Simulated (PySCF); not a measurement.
Predicted microwave data (PBE0/pcSseg-1 in PySCF (dipole) on a GFN2-xTB geometry, gas phase) for one isomer of C6H13PSi:

```
Rotational constants : A = 1474, B = 1233, C = 862.8 MHz
Dipole components    : |μa| = 0.58 D, |μb| = 1.29 D, |μc| = 0.02 D
Inertial defect      : -166.91 u·Å²
κ                    : 0.21
```

Question: Which candidate fits, each taken in the one conformer that was computed?
A. `[CH3:1][CH2:2][CH2:3][CH2:4][P:5]1[CH:6]=[C:7]1[SiH3:8]` with C1–C2–C3–C4 177°, C2–C3–C4–P5 -63°, C3–C4–P5–C6 -48°
B. `[CH3:1][CH2:2][P:3]1[CH:4]=[C:5]([SiH3:6])[CH2:7][CH2:8]1` with C1–C2–P3–C4 -80°, C2–P3–C4–C5 -90°, C4–C5–C7–C8 -13°, C5–C7–C8–P3 19°, C2–P3–C8–C7 82°
C. `[CH3:1][C:2]#[C:3][P:4]([CH3:5])[SiH:6]([CH3:7])[CH3:8]` with C3–P4–Si6–C7 68°
D. `[H]/[P:4]=[C:3](\[CH:2]=[CH2:1])[Si:5]([CH3:6])([CH3:7])[CH3:8]` with C1–C2–C3–P4 179°
E. `[CH3:1][C:2]1=[C:3]([SiH3:4])[CH2:5][CH2:6][P:7]1[CH3:8]` with C2–C3–C5–C6 -14°, C3–C5–C6–P7 21°, C5–C6–P7–C8 79°, C1–C2–P7–C6 -170°
F. `[CH3:1][C:2]1=[CH:3][P:4]([CH2:5][SiH3:6])[CH2:7][CH2:8]1` with C3–P4–C5–Si6 -48°, C2–C3–P4–C5 98°, C3–P4–C7–C8 10°, P4–C7–C8–C2 -13°, C1–C2–C8–C7 -171°

Answer: D. It is [H]/P=C(\C=C)[Si](C)(C)C, an asymmetric top, point group C1. The candidates at the same level (rigid rotor, commonest isotopes):

```json
{"SMILES": "CCCCP1C=C1[SiH3]", "A (MHz)": "3252", "B (MHz)": "586.0", "C (MHz)": "576.8", "μa (D)": "0.12", "μb (D)": "1.30", "μc (D)": "0.55", "Δ (u·Å²)": "-141.60", "point group": "C1", "rotor": "near-prolate asymmetric top"}
{"SMILES": "CC#CP(C)[SiH](C)C", "A (MHz)": "1988", "B (MHz)": "816.8", "C (MHz)": "635.8", "μa (D)": "0.38", "μb (D)": "0.41", "μc (D)": "1.07", "Δ (u·Å²)": "-78.04", "point group": "C1", "rotor": "asymmetric top"}
{"SMILES": "CC1=C([SiH3])CCP1C", "A (MHz)": "2246", "B (MHz)": "1016", "C (MHz)": "821.7", "μa (D)": "0.11", "μb (D)": "0.40", "μc (D)": "0.82", "Δ (u·Å²)": "-107.16", "point group": "C1", "rotor": "asymmetric top"}
{"SMILES": "[H]/P=C(\\C=C)[Si](C)(C)C", "A (MHz)": "1474", "B (MHz)": "1233", "C (MHz)": "862.8", "μa (D)": "0.58", "μb (D)": "1.29", "μc (D)": "0.02", "Δ (u·Å²)": "-166.91", "point group": "C1", "rotor": "asymmetric top"}
{"SMILES": "CCP1C=C([SiH3])CC1", "A (MHz)": "2366", "B (MHz)": "844.9", "C (MHz)": "716.9", "μa (D)": "0.23", "μb (D)": "0.10", "μc (D)": "1.30", "Δ (u·Å²)": "-106.75", "point group": "C1", "rotor": "asymmetric top"}
{"SMILES": "CC1=CP(C[SiH3])CC1", "A (MHz)": "1822", "B (MHz)": "1136", "C (MHz)": "935.4", "μa (D)": "0.80", "μb (D)": "1.09", "μc (D)": "0.58", "Δ (u·Å²)": "-182.04", "point group": "C1", "rotor": "asymmetric top"}
```

`CCCCP1C=C1[SiH3]` has A 121 % too high; `CC1=C([SiH3])CCP1C` has A 52 % too high; `CC#CP(C)[SiH](C)C` has A 35 % too high; `CC1=CP(C[SiH3])CC1` has A 24 % too high; `CCP1C=C([SiH3])CC1` has A 60 % too high. No structure here is proved a minimum.
